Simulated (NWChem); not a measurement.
# C$_{7}$H$_{7}$, doublet; SMILES Cc1c[c]ccc1

Computed with NWChem. Spin-unrestricted. The geometry was optimised at PBE0/def2-SVP, spin-unrestricted. No frequency run checked for a minimum. No stability test was run on the SCF state.

Problem. Estimate the computed values for revPBE/def2-SVP. Quantities: highest occupied level (eV); lowest empty minus highest occupied level, either spin (eV); dipole (D); <S²>.

Solution. 
```yaml
highest occupied level (eV): -5.34
lowest empty minus highest occupied level, either spin (eV): 2.53
dipole (D): 1.13
"<S²>": 0.757
```
